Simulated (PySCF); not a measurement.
Level of theory: PBE0-D3(BJ)/def2-TZVP in PySCF 2.14.0. Isolated molecules, 0 K electronic values unless said otherwise. 

Reference species (SMILES): `N#C[C][SiH3]` (lower triplet) (neutral, multiplicity 3).

highest occupied spin orbital: -7.88 eV
dipole moment: 3.40 D

Changed species: `C#C[C][SiH3]` (lower triplet) (X = ethynyl, multiplicity 3; the reference has X = cyano, multiplicity 3).

**Question.** Predict the effect on the highest occupied spin orbital and dipole moment.

**Answer.** the highest occupied spin orbital goes up by 1.25 eV, to -6.63 eV; the dipole moment drops by 2.75 D, to 0.65 D.
